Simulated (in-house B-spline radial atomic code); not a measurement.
Computed with a B-spline radial atomic code. Model: two electrons, singlet ground state, non-relativistic, full CI in B-splines with partial waves to l = 8 (at full coupling up to 3e-4 hartree above the limit, correlation up to 0.6 % small), density held at that of full coupling by Lieb maximisation.

Along the adiabatic connection the electron repulsion is scaled by a coupling λ while a local potential keeps the density fixed. At λ = 0 the system is the Kohn-Sham one and W equals the exchange energy; the exchange-correlation energy is the area under W between 0 and 1. The kinetic energy rises with λ as the electrons avoid each other, with dT/dλ = −λ dW/dλ.

Command:
```bash
python run_ac.py task.json out
```
Settings (lengths in bohr, energies in hartree):
```
potential              harmonic
strength               0.921
lmax                   8
```

Cost of the run: 10 s on 1 thread of Intel(R) Xeon(R) Processor @ 2.30GHz, with other jobs on the host.

**W = mean repulsion less Hartree energy, and W of three functionals.**

Given: confinement harmonic well; well frequency 0.921 hartree; external potential omega^2 r^2/2.

Computed: LDA exchange minus exact 103.16 millihartree; PBE exchange minus exact 30.552 millihartree.

```json
{"coupling": "0", "W xc (hartree)": "-0.71476", "W xc minus exchange (millihartree)": "0", "kinetic minus Kohn-Sham (millihartree)": "0", "LDA (PW92) W minus its exchange (millihartree)": "0", "PBE W minus its exchange (millihartree)": "0", "SCAN W minus its exchange (millihartree)": "0"}
{"coupling": "0.02", "W xc (hartree)": "-0.71676", "W xc minus exchange (millihartree)": "-1.999", "kinetic minus Kohn-Sham (millihartree)": "0.02", "LDA (PW92) W minus its exchange (millihartree)": "-11.18", "PBE W minus its exchange (millihartree)": "-3.29", "SCAN W minus its exchange (millihartree)": "-1.89"}
{"coupling": "0.05", "W xc (hartree)": "-0.71971", "W xc minus exchange (millihartree)": "-4.947", "kinetic minus Kohn-Sham (millihartree)": "0.12", "LDA (PW92) W minus its exchange (millihartree)": "-22.58", "PBE W minus its exchange (millihartree)": "-7.96", "SCAN W minus its exchange (millihartree)": "-4.65"}
{"coupling": "0.12", "W xc (hartree)": "-0.72637", "W xc minus exchange (millihartree)": "-11.604", "kinetic minus Kohn-Sham (millihartree)": "0.69", "LDA (PW92) W minus its exchange (millihartree)": "-42.5", "PBE W minus its exchange (millihartree)": "-17.9", "SCAN W minus its exchange (millihartree)": "-10.8"}
{"coupling": "0.25", "W xc (hartree)": "-0.73795", "W xc minus exchange (millihartree)": "-23.185", "kinetic minus Kohn-Sham (millihartree)": "2.82", "LDA (PW92) W minus its exchange (millihartree)": "-69.62", "PBE W minus its exchange (millihartree)": "-33.96", "SCAN W minus its exchange (millihartree)": "-21.4"}
{"coupling": "0.4", "W xc (hartree)": "-0.75016", "W xc minus exchange (millihartree)": "-35.397", "kinetic minus Kohn-Sham (millihartree)": "6.77", "LDA (PW92) W minus its exchange (millihartree)": "-93.51", "PBE W minus its exchange (millihartree)": "-49.86", "SCAN W minus its exchange (millihartree)": "-32.56"}
{"coupling": "0.6", "W xc (hartree)": "-0.76476", "W xc minus exchange (millihartree)": "-49.993", "kinetic minus Kohn-Sham (millihartree)": "14.04", "LDA (PW92) W minus its exchange (millihartree)": "-118.76", "PBE W minus its exchange (millihartree)": "-68.04", "SCAN W minus its exchange (millihartree)": "-45.98"}
{"coupling": "0.8", "W xc (hartree)": "?", "W xc minus exchange (millihartree)": "?", "kinetic minus Kohn-Sham (millihartree)": "?", "LDA (PW92) W minus its exchange (millihartree)": "?", "PBE W minus its exchange (millihartree)": "?", "SCAN W minus its exchange (millihartree)": "?"}
{"coupling": "1", "W xc (hartree)": "-0.7892", "W xc minus exchange (millihartree)": "-74.435", "kinetic minus Kohn-Sham (millihartree)": "33.41", "LDA (PW92) W minus its exchange (millihartree)": "-156.78", "PBE W minus its exchange (millihartree)": "-97.45", "SCAN W minus its exchange (millihartree)": "-68.93"}
{"coupling": "1.4", "W xc (hartree)": "-0.80874", "W xc minus exchange (millihartree)": "-93.981", "kinetic minus Kohn-Sham (millihartree)": "56.72", "LDA (PW92) W minus its exchange (millihartree)": "-185.21", "PBE W minus its exchange (millihartree)": "-120.7", "SCAN W minus its exchange (millihartree)": "-87.92"}
{"coupling": "2", "W xc (hartree)": "-0.83156", "W xc minus exchange (millihartree)": "-116.8", "kinetic minus Kohn-Sham (millihartree)": "95.18", "LDA (PW92) W minus its exchange (millihartree)": "-217.55", "PBE W minus its exchange (millihartree)": "-148.18", "SCAN W minus its exchange (millihartree)": "-111.01"}
{"coupling": "3", "W xc (hartree)": "?", "W xc minus exchange (millihartree)": "?", "kinetic minus Kohn-Sham (millihartree)": "?", "LDA (PW92) W minus its exchange (millihartree)": "?", "PBE W minus its exchange (millihartree)": "?", "SCAN W minus its exchange (millihartree)": "?"}
{"coupling": "4.5", "W xc (hartree)": "-0.88441", "W xc minus exchange (millihartree)": "-169.65", "kinetic minus Kohn-Sham (millihartree)": "257.3", "LDA (PW92) W minus its exchange (millihartree)": "-294.11", "PBE W minus its exchange (millihartree)": "-216.3", "SCAN W minus its exchange (millihartree)": "-168.98"}
{"coupling": "7", "W xc (hartree)": "-0.90996", "W xc minus exchange (millihartree)": "-195.19", "kinetic minus Kohn-Sham (millihartree)": "401.17", "LDA (PW92) W minus its exchange (millihartree)": "-334.16", "PBE W minus its exchange (millihartree)": "-253.14", "SCAN W minus its exchange (millihartree)": "-198.47"}
{"coupling": "10", "W xc (hartree)": "-0.92801", "W xc minus exchange (millihartree)": "-213.25", "kinetic minus Kohn-Sham (millihartree)": "552.4", "LDA (PW92) W minus its exchange (millihartree)": "-364.36", "PBE W minus its exchange (millihartree)": "-281.29", "SCAN W minus its exchange (millihartree)": "-218.74"}
```

**Question.** What belongs in the row 0.8?

**Answer.** W xc (hartree): -0.77769; W xc minus exchange (millihartree): -62.924; kinetic minus Kohn-Sham (millihartree): 23.07; LDA (PW92) W minus its exchange (millihartree): -139.35; PBE W minus its exchange (millihartree): -83.7; SCAN W minus its exchange (millihartree): -58.03.

**Question.** What belongs in the row 3?

**Answer.** W xc (hartree): -0.85845; W xc minus exchange (millihartree): -143.69; kinetic minus Kohn-Sham (millihartree): 161.51; LDA (PW92) W minus its exchange (millihartree): -255.81; PBE W minus its exchange (millihartree): -181.78; SCAN W minus its exchange (millihartree): -139.75.

**Question.** What is the SCAN exchange minus exact?

**Answer.** 1.7896 millihartree.

**Energy parts, natural occupations and partial-wave weights.**

Computed: total energy 3.4614 hartree; exchange energy -0.71476 hartree; correlation energy -0.04103 hartree; kinetic part of the DFT correlation energy 0.033405 hartree; initial slope twice GL2 -0.10059 hartree; Kohn-Sham kinetic 1.217 hartree; Lieb Oxford ratio E_xc over LDA exchange 1.2358.

```csv
natural,occupation of the shell (electrons)
s,1.9697
p,0.02754
s,0.0014947
d,0.00084413
p,?
f,0.0001015
```

**Question.** What belongs in the row p?

**Answer.** occupation of the shell (electrons): 0.00018074.

```tsv
wave	weight
s	0.98562
p	?
d	0.00044058
f	5.585e-05
g	1.2339e-05
```

**Question.** What belongs in the row p?

**Answer.** weight: 0.013865.

**Question.** What is the Hartree energy?

**Answer.** 1.4295 hartree.

**Question.** What is the kinetic part over minus potential part?

**Answer.** 0.44879.

Half-way to full coupling W has made 57 % of its drop, against 50 % for a straight line, and second-order (GL2) theory, half the initial slope, overshoots the correlation energy by about 23 %: a moderate bend, as in light atoms. Over couplings 0 to 1 the errors in E_xc come to about +45 millihartree for LDA, +16 millihartree for PBE, +5.0 millihartree for SCAN, so SCAN is nearest. In LDA and PBE the errors of exchange and correlation have opposite signs, so the sum is smaller than the larger of the two.
